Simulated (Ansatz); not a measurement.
Geometry optimisation, DFT PBEsol, scalar-relativistic, plane waves, PAW in Ansatz.

input.yaml

```yaml
crystal:
  lattice:
    - [8.1, 0.0, 0.0]
    - [0.0, 8.1, 0.0]
    - [0.0, 0.0, 8.1]
  atoms:
    - { symbol: Al, position: [0.501999, 0.0013852, -0.0028354] }
    - { symbol: Al, position: [0.7468927, 0.2520072, 0.0019676] }
    - { symbol: Al, position: [0.7473615, 0.0003704, 0.2526294] }
    - { symbol: Al, position: [-0.0003379, 0.0011746, -0.0015622] }
    - { symbol: Al, position: [0.2448594, 0.2438289, 0.0022883] }
    - { symbol: Al, position: [0.4999153, 0.5076387, 0.0041301] }
    - { symbol: Al, position: [0.74351, 0.7531593, -0.0025632] }
    - { symbol: Al, position: [0.2463426, 0.002626, 0.2448308] }
    - { symbol: Al, position: [0.5021438, 0.2514176, 0.2445017] }
    - { symbol: Al, position: [0.5049302, -0.0084332, 0.5002696] }
    - { symbol: Cu, position: [0.7467567, 0.2487718, 0.504392] }
    - { symbol: Al, position: [0.7494828, 6.72e-05, 0.7516229] }
    - { symbol: Al, position: [0.0040498, 0.4953814, -0.0062284] }
    - { symbol: Al, position: [0.2447718, 0.7481654, -0.004369] }
    - { symbol: Al, position: [0.0003347, 0.2527056, 0.2422458] }
    - { symbol: Al, position: [0.2467339, 0.4977466, 0.247522] }
    - { symbol: Al, position: [0.4985666, 0.7505234, 0.2490064] }
    - { symbol: Al, position: [-0.0040387, 0.0075405, 0.5022179] }
    - { symbol: Al, position: [0.2421219, 0.2548921, 0.4938957] }
    - { symbol: Al, position: [0.4989312, 0.5047775, 0.4974992] }
    - { symbol: Al, position: [0.7494617, 0.7506537, 0.4976957] }
    - { symbol: Al, position: [0.2450801, -0.0053855, 0.7452661] }
    - { symbol: Al, position: [0.4966319, 0.2567723, 0.7481358] }
    - { symbol: Al, position: [0.7584247, 0.4950241, 0.7545467] }
    - { symbol: Al, position: [0.0002792, 0.7478009, 0.2515971] }
    - { symbol: Al, position: [-0.0003151, 0.5050992, 0.4944565] }
    - { symbol: Al, position: [0.2458681, 0.7559493, 0.5001017] }
    - { symbol: Al, position: [0.0023661, 0.2510755, 0.7464616] }
    - { symbol: Al, position: [0.2513227, 0.4988017, 0.7538804] }
    - { symbol: Al, position: [0.5007821, 0.7483155, 0.7450394] }
    - { symbol: Al, position: [0.001602, 0.750614, 0.7538488] }
basis:
  ecutwfc: 420.0
kpoints:
  mp_grid: { grid: [3, 3, 3] }
hamiltonian:
  xc: pbesol
  pseudopotentials: { kind: paw, azcp: { folder: soft_1 } }
scf:
  occupations: { method: gaussian, width: 0.1 }
  lower_state_search: "off"
relax:
  f_tol: 0.03
  max_steps: 60
  adjacent_minimum: "off"
```

Run as:

```bash
$ ansatz run input.yaml --threads 4 --pin off --max-ram 10240MiB --backend cpu --events-out ev --progress --plain --runs-dir out
```

Q: Where does it end, and by what steps?

A: The run converged. Limits of this set-up: coarse k mesh, PAW files made for another functional. After 3 steps the energy has fallen by 0.342 eV; Al15 moved furthest, 0.15 Å.

```
step  energy less start (eV)  largest force component (eV/Å)  accepted
   0                  0.0000                           0.649       yes
   1                 -0.3222                           0.199       yes
   2                 -0.3407                           0.041       yes
   3                 -0.3415                           0.004       yes
```

```xyz
31
Lattice="8.1000 0.0000 0.0000 0.0000 8.1000 0.0000 0.0000 0.0000 8.1000" Properties=species:S:1:pos:R:3
Al 4.032 0.012 -0.018
Al 6.067 2.051 0.002
Al 6.066 0.027 2.048
Al 0.001 0.013 -0.018
Al 2.016 2.022 -0.015
Al 4.058 4.058 0.007
Al 6.066 6.062 0.009
Al 2.016 0.026 2.017
Al 4.145 2.071 2.055
Al 4.047 0.036 4.051
Cu 6.065 1.963 4.108
Al 6.067 0.014 6.057
Al -0.025 4.058 0.007
Al 2.017 6.092 -0.023
Al -0.113 2.070 2.055
Al 2.017 4.051 2.019
Al 4.058 6.064 2.012
Al -0.015 0.037 4.050
Al 2.016 2.029 4.041
Al 4.147 4.017 3.999
Al 6.067 6.070 4.018
Al 2.016 0.013 6.058
Al 4.047 2.019 6.034
Al 6.067 4.023 6.044
Al -0.025 6.064 2.012
Al -0.113 4.017 3.999
Al 2.016 6.086 4.048
Al -0.015 2.020 6.035
Al 2.016 4.052 6.044
Al 4.032 6.088 6.058
Al 0.001 6.089 6.058
```

The run took 47 s on 4 threads of Intel(R) Xeon(R) Platinum 8375C CPU @ 2.90GHz (Ice Lake), on a shared host, peak memory 1.5 GiB.
